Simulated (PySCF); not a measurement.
**Polarisability of [IBr2]-**

Compound: [IBr2]- (charge -1).
Cartesian coordinates in Å at the PBE0-D3(BJ)/def2-SVP level; atoms count from 1:
```
atom  x, y, z in Å
I1     0.000    0.000    0.000
Br2   -0.020   -0.026    2.746
Br3    0.020    0.026   -2.746
```

Level: CAM-B3LYP/def2-SVPD (PySCF), static field, nuclei fixed, core orbitals frozen in the response. The polarisability tensor in these axes (au):

```
x    76.26   0.01  -1.05
y     0.01  76.26  -1.33
z    -1.05  -1.33 217.95
```

Task: Give the principal values, the mean and the anisotropy Δα = √{½[(α1 − α2)² + (α2 − α3)² + (α1 − α3)²]}.

Result: Principal values 76.25, 76.25 and 217.97 au; mean 123.49 au = 18.30 Å³ = 20.36 × 10⁻⁴⁰ C²·m²/J; Δα = 141.72 au (115 % of the mean).

Task: What depolarisation ratio follows for Rayleigh scattering of linearly polarised light, taking the static tensor?

Result: ρ = 3Δα²/(45ᾱ² + 4Δα²) = 60255.4/(686260 + 80340.5) = 0.0786.

Task: Sum over states: ᾱ = Σ f/ω², ω in Eh. What share falls to these 10 lowest TDDFT singlets (eV, f)? 2.91, 0.0000; 2.91, 0.0000; 4.18, 0.0061; 4.18, 0.0061; 4.80, 0.0000; 4.80, 0.0000; 5.04, 1.5204; 6.04, 0.0000; 6.04, 0.0000; 6.06, 0.0152.

Result: They add up to 45.12 au, 36.5 % of the 123.49 au; the largest single term is 44.29 au, from the state at 5.04 eV. Terms in order: 0.00, 0.00, 0.26, 0.26, 0.00, 0.00, 44.29, 0.00, 0.00, 0.31 au. Higher excitations give the rest. The strengths listed sum to 1.548.

Geometry: PBE0-D3(BJ)/def2-SVP; no solvent, vibrations or thermal averaging. Atoms past krypton carry effective core potentials; spin–orbit coupling is left out. The calculation is non-relativistic apart from the core potentials, for bromine too.

These values come from a run that also computed excited states. Time: 12 s wall. Hardware: an Arm Neoverse V1 with one thread, shared host.
